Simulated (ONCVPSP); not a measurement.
selenium (Se), ONCV: configuration errors across variants

* Element: Se (Z = 34)
* Generator: ONCVPSP 4.0.1
* Type: optimised norm-conserving Vanderbilt (ONCV)
* Functional: LDA (Perdew-Wang 92)
* Relativity: scalar-relativistic
* Frozen core: [Ar] 3d10
* Valence charge: 6
* Reference configuration: 4s2 4p2 (charge +2)
* Partial waves: 4s: rc 1.55 bohr, ncon 3, nbas 7, qcut 4.3 1/bohr, 1 projector; 4p: rc 1.25 bohr, ncon 3, nbas 7, qcut 6.5 1/bohr, local
* Local potential: the p channel
* Core correction: Teter function, fcfact 3.75, rcfact 1.25

All-electron excitation energies from the reference (eV): (1) 4s2 4p4 -31.558; (2) 4s2 4p3 -20.554; (3) 4s2 4p1 31.153; (4) 4s2 4p0 73.722.

1 further variants failed, have other tests or too few solved ones, and are left out.

A true bound ghost makes a file unfit for plane-wave use even where its test errors are small: the radial tests pick states by their node count and pass the ghost by.

Errors AE − PS in meV (a dash: test not solved or not reliable):

| change | (1) | (2) | (3) | (4) | bound ghosts | GHOST(+) flags above zero |
| --- | --- | --- | --- | --- | --- | --- |
| base | +20 | +8.4 | -3.0 | -3.1 | none | s |
| all radii but the core radius scaled by about 0.86 (s 1.34, p 1.08 bohr) | +27 | +9.6 | -2.1 | -17 | s | none |
| all radii but the core radius scaled by about 0.91 (s 1.42, p 1.14 bohr) | +24 | +10 | -6.0 | -18 | s | none |
| all radii but the core radius scaled by about 1.15 (s 1.78, p 1.44 bohr) | +20 | +8.7 | +3.4 | +33 | none | none |
| all radii but the core radius scaled by about 1.26 (s 1.96, p 1.58 bohr) | +27 | +11 | +9.7 | +69 | none | none |
| all radii but the core radius scaled by about 1.31 (s 2.04, p 1.64 bohr) | +31 | +13 | +13 | +88 | none | s |

Q: Give the same row for: all radii but the core radius scaled by about 1.10 (s 1.70, p 1.38 bohr).

A: +19, +8.1, +0.7, +18; bound ghosts: none; GHOST(+) flags above zero: none.
